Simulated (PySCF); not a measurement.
## Excitation energy of Ar⁺ by level of theory

Ar⁺ [Ne] 3s2 3p5 (2P) → Ar⁺ [Ne] 3s1 3p5 3d1 (high-spin determinant), as a difference of total energies. All numbers are calculated (PySCF 2.14, the non-relativistic Hamiltonian (point nucleus), in aug-cc-pV(5+d)Z (8s7p6d4f3g2h, 136 functions)). Correlated levels: valence: [Ne] frozen. The calculations carry no spin-orbit coupling.

```json
{"method": "UHF", "excitation energy (eV)": "32.650"}
{"method": "PBE0", "excitation energy (eV)": "31.284"}
{"method": "r2SCAN", "excitation energy (eV)": "31.105"}
{"method": "MP2 (valence)", "excitation energy (eV)": "31.865"}
{"method": "SCS-MP2 (valence)", "excitation energy (eV)": "31.814"}
```

**Question.** How much does correlation contribute at MP2 (valence)?

**Answer.** 31.865 − (32.650) = -0.785 eV, measured against UHF.

The upper state lies above the first ionisation limit, where it may autoionise and the basis confines it.

The promoted electron is Rydberg-like, and one or two diffuse shells describe it only roughly, which tends to raise the upper state.

The determinant of the upper state mixes LS terms, which raises its energy above the lowest term, most at the Hartree-Fock and MP2 levels.
